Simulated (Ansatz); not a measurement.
Frontier orbitals of CH7AsOSi, SMILES `OC[SiH2][AsH2]`.

```tsv
atom	x (Å)	y (Å)	z (Å)
O1	0.663	0.041	-1.639
C2	0.505	0.900	-0.523
Si3	-0.939	0.275	0.526
As4	-0.667	-1.938	1.303
H5	1.399	0.353	-2.170
H6	1.409	0.930	0.103
H7	0.289	1.933	-0.832
H8	-2.198	0.338	-0.263
H9	-1.069	1.177	1.704
H10	0.726	-1.628	1.837
H11	-0.118	-2.380	-0.046
```

Charge 0, multiplicity 1. Correlated methods include outer-core shells of As, which these sets cover unevenly. Scalar relativity is left out up to krypton. All single points use the PBE0-D4/def2-TZVP geometry. It is one conformer, not always the lowest. Basis def2-TZVPP, Ansatz 0.2.0.

```tsv
functional	HOMO (eV)	LUMO (eV)	gap (eV)
LDA (SPW92)	-6.33	-0.63	5.70
PBE	-6.20	-0.42	5.78
BLYP	-6.06	-0.37	5.69
r2SCAN	-6.46	-0.04	6.42
PBE0	-7.27	0.44	7.71
r2SCANh	-6.86	0.25	7.11
r2SCAN0	-7.44	0.68	8.12
LC-ωPBE	-9.81	2.55	12.36
ωB97M-V	-9.35	2.03	11.38
```

From PBE to PBE0 the HOMO moves by −1.07 eV and the LUMO by +0.86 eV, and with ωB97M-V by −3.14 and +2.45 eV, so the gap grows from 5.78 to 11.38 eV with exact exchange. A positive LUMO is unbound and depends on the basis.

LC-ωPBE has ω = 0.4 bohr⁻¹.
